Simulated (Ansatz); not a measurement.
An input meant for Mg₂Te (charge 0, singlet).

```yaml
crystal:
  periodic: [false, false, false]
  atoms:
    - {symbol: Mg, position_ang: [0.866986, 1.231059, -0.469331]}
    - {symbol: Mg, position_ang: [-0.942739, -0.784873, -0.991335]}
    - {symbol: Te, position_ang: [0.075754, -0.446186, 1.460665]}
basis:
  gaussian: {orbitals: x2c-TZVPPall, final_grid: {core_spheres: 20, valence_spheres: 16, degree: 47}}
hamiltonian: {xc: {name: wPBEh}}
kpoints: {mp_grid: {grid: [2, 2, 2]}}
```

```sh
$ ansatz run in.yaml --threads 2 --pin off --events-out ev --progress --plain --max-ram 32768MiB --backend cpu
```

Output, abridged:

```
Error: invalid value for `basis.gaussian`: such a run doesn't read kpoints; remove what it names
```

Problem. What is wrong with this run?

Solution. The input holds a key that doesn't belong there. The program refused the input.
